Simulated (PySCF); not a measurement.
Spin-rotation constants: [closo-1,7-(F)2B12H10]2-, charge -2

Cartesian coordinates in Å; atom numbers follow the order of the lines, from 1:
```xyz
24

B    -1.4421   -0.8009    0.2077
B    -0.1375   -0.9473    1.3955
B    -1.3968    0.8180   -0.5107
B     1.4624    0.8321   -0.2202
B    -0.0310    1.6810    0.2226
B     0.7454    0.6010    1.3976
B     1.0187   -0.5724   -1.2264
B    -1.0182    0.5920    1.2178
B     1.3783   -0.7866    0.4955
B    -0.7449   -0.5812   -1.4062
B     0.0321   -1.6757   -0.2337
B     0.1364    0.9589   -1.3920
F    -2.7080   -1.5089    0.3926
H    -0.2349   -1.6284    2.3864
H    -2.3983    1.3924   -0.8719
H     2.5113    1.4166   -0.3735
H    -0.0515    2.8836    0.3850
H     1.2825    1.0213    2.3969
H     1.7499   -0.9875   -2.0957
H    -1.7494    1.0054    2.0881
F     2.5879   -1.4825    0.9323
H    -1.2815   -1.0032   -2.4047
H     0.0543   -2.8708   -0.3933
H     0.2348    1.6427   -2.3895
```

Total charge -2.

Method: GIAO BP86/def2-SVP magnetisability, rotational g tensor and spin-rotation constants, non-relativistic, gas phase in PySCF. Geometry: GFN2-xTB.

For an ion the centre-of-mass motion in the field is neglected. The highest occupied orbital is unbound at this level, so the values depend on the basis.

Give the nuclear spin-rotation constants along the inertial axes (H = +C I·J) beside the isotropic shieldings.

Rotational constants 1.2649, 0.8774, 0.7730 GHz.
```tsv
atom	isotope	Caa (kHz)	Cbb (kHz)	Ccc (kHz)	mean (kHz)	σ (ppm)
B1	11B	0.250	0.178	0.167	0.199	101.6
B2	11B	0.194	0.142	0.124	0.153	126.8
B3	11B	0.196	0.125	0.105	0.142	134.0
B4	11B	0.196	0.126	0.105	0.142	133.9
B5	11B	0.184	0.145	0.114	0.147	129.9
B6	11B	0.199	0.132	0.124	0.151	128.1
B7	11B	0.198	0.132	0.124	0.151	128.1
B8	11B	0.198	0.132	0.124	0.151	128.2
B9	11B	0.250	0.178	0.167	0.199	101.6
B10	11B	0.198	0.132	0.124	0.151	128.2
B11	11B	0.194	0.142	0.124	0.153	126.8
B12	11B	0.184	0.145	0.114	0.147	129.9
F13	19F	0.692	0.390	0.265	0.449	398.9
H14	1H	-0.072	0.011	-0.026	-0.029	29.7
H15	1H	0.009	-0.026	-0.052	-0.023	30.4
H16	1H	0.009	-0.026	-0.052	-0.023	30.4
H17	1H	-0.079	0.007	-0.028	-0.033	30.5
H18	1H	-0.044	-0.055	0.011	-0.029	30.0
H19	1H	-0.044	-0.055	0.011	-0.029	30.1
H20	1H	-0.044	-0.055	0.011	-0.029	30.0
F21	19F	0.692	0.390	0.265	0.449	398.9
H22	1H	-0.044	-0.055	0.011	-0.029	30.0
H23	1H	-0.072	0.011	-0.026	-0.029	29.7
H24	1H	-0.079	0.007	-0.028	-0.033	30.5
```
For the geometry as given, no vibrational averaging.
